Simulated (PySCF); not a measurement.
C4H6ClF, SMILES CC/C(=C/Cl)F.

The structure is a stationary point at ωB97X-D3(BJ)/def2-SVP. The structure was generated by enumeration; whether it is a known compound was not checked. One conformer was computed; it need not be the lowest.

Two levels are set side by side: PBE/def2-TZVP (PySCF) and HF/def2-TZVP (PySCF). Same geometry, gas phase. Differences are taken from unrounded values.

| quantity | HF |
|---|---|
| orbital gap (eV) | 13.20 |
| highest occupied level (eV) | -9.71 |
| lowest empty level (eV) | 3.49 |
| dipole moment (D) | 3.05 |
| mean polarisability (bohr³) | 59.8 |

Task: What does PBE give, and how far is it from HF? (An estimate is asked for; the answer gives what the named calculation found.)

Result: 
```json
[
 {"quantity": "orbital gap (eV)", "PBE": "4.99", "PBE minus HF": "-8.21"},
 {"quantity": "highest occupied level (eV)", "PBE": "-5.83", "PBE minus HF": "3.88"},
 {"quantity": "lowest empty level (eV)", "PBE": "-0.84", "PBE minus HF": "-4.33"},
 {"quantity": "dipole moment (D)", "PBE": "2.53", "PBE minus HF": "-0.51"},
 {"quantity": "mean polarisability (bohr³)", "PBE": "64.7", "PBE minus HF": "4.9"}
]
```

Without exact exchange PBE keeps part of each electron's self-repulsion, which lifts occupied levels and narrows the gap. Loosely held outer electrons make PBE densities more polarisable. Differences between two approximate levels are no errors against the true value.

Rough cost on one machine, each run with all the roots and properties that it gave: HF against PBE about 1/3.
